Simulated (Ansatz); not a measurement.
Single points on the cluster BiF3.

```yaml
crystal:
  periodic: [false, false, false]
  atoms:
    - {symbol: Bi, position_ang: [0.622268, -0.217117, 0.404197]}
    - {symbol: F, position_ang: [-1.173077, -0.015371, 1.304980]}
    - {symbol: F, position_ang: [0.585536, 1.556848, -0.558464]}
    - {symbol: F, position_ang: [-0.034727, -1.324360, -1.150713]}
basis:
  gaussian: {orbitals: def2-TZVP, initial_orbitals: start.molden}
hamiltonian: {xc: {text: "exchange = 0.85*pbe_x + 0.15*exact_x\ncorrelation = pbe_c"}}
scf: {omitted_lower_state_checks: [starts]}
output: {orbitals: {seedname: orbitals}}
```

The file start.molden holds the orbitals of an earlier run on this structure, at another level or in another basis.

```sh
$ ansatz run in.yaml --threads 4 --pin off --events-out ev --progress --plain --max-ram 3916MiB
```

Output, abridged:

```
Functional definition: unnamed
862 factors; their error is unknown
mean field evaluation 1: about -13989.9897 eV, gradient 4.2e0 eV
mean field evaluation 2: about -13990.0136 eV, gradient 2.7e-2 eV
mean field evaluation 4: about -13990.0759 eV, gradient 8.7e-5 eV
mean field -13990.07592849 eV, -514.1258075580 hartree, gradient 1.0e-5 eV, S^2 0.000000; 0 other end points of the search recorded, 0 dependent functions left out
reference -13990.07595691 eV, -514.1258086024 hartree; 25, 25 occupied and 118, 118 virtual orbitals, 862 factors
Total energy: -13990.07595691 eV, -514.1258086024 hartree
Checks for a lower state left out: starts
```

It took 1.1 s on 4 threads of Arm Neoverse V1 on a shared host.

The first input with `hamiltonian: {xc: {text: "exchange = 0.65*pbe_x + 0.35*exact_x\ncorrelation = pbe_c"}}` (abridged; 1.1 s):

```
Functional definition: unnamed
mean field -13989.16240322 eV, -514.0922361234 hartree, gradient 9.5e-6 eV, S^2 0.000000
Total energy: -13989.16242338 eV, -514.0922368643 hartree
Checks for a lower state left out: starts
```

The first input with `gaussian: {orbitals: def2-SVP, initial_orbitals: start.molden}`, `hamiltonian: {xc: pbe, dispersion: d4}` (abridged; 0.45 s):

```
Functional definition: PBE
mean field -13979.56083269 eV, -513.7393849149 hartree, gradient 2.9e-5 eV, S^2 0.000000
Total energy: -13979.63471815 eV, -513.7421001553 hartree
Checks for a lower state left out: starts
```

As the first input, with `hamiltonian: {xc: pbe, dispersion: d4}` (abridged; 0.8 s):

```
Functional definition: PBE
mean field -13990.88996954 eV, -514.1557230148 hartree, gradient 8.4e-6 eV, S^2 0.000000
Total energy: -13990.96386180 eV, -514.1584385053 hartree
Checks for a lower state left out: starts
```

The first input with `hamiltonian: {xc: {text: "exchange = 0.95*pbe_x + 0.05*exact_x\ncorrelation = pbe_c"}}` (abridged; 1.1 s):

```
Functional definition: unnamed
mean field -13990.60576979 eV, -514.1452788664 hartree, gradient 2.1e-5 eV, S^2 0.000000
Total energy: -13990.60580254 eV, -514.1452800703 hartree
Checks for a lower state left out: starts
```

As the first input, with `hamiltonian: {xc: r2scan, dispersion: d4}` (abridged; 1.8 s):

```
Functional definition: r2SCAN
mean field -13996.98425259 eV, -514.3796837860 hartree, gradient 1.0e-5 eV, S^2 0.000000
Total energy: -13997.00003528 eV, -514.3802637892 hartree
Checks for a lower state left out: starts
```

First input, but with `hamiltonian: {xc: {name: PBE-QIDH}}` and without the key `output` (abridged; 2 s):

```
Functional definition: PBE-QIDH
mean field -13970.33715062 eV, -513.4004208506 hartree, gradient 2.4e-6 eV, S^2 0.000000
7 core orbitals not correlated: weight in the atoms' cores, before any rotation towards them, 1.000 or more for the frozen orbitals, at most 0.000 for the correlated occupied ones
second order -36.15649544 eV of doubles, -0.00000000 eV of singles
Total energy: -13982.38932447 eV, -513.8433300703 hartree
Checks for a lower state left out: starts
```

Geometry: PBE-D4/def2-TZVP.

In the def2 sets Bi takes a core potential; there is no spin–orbit coupling. Correlated methods freeze 7 core orbitals; core or outer-core shells of Bi are correlated, in sets that lack core-valence functions. The structure comes from a short search, and lower isomers may exist.
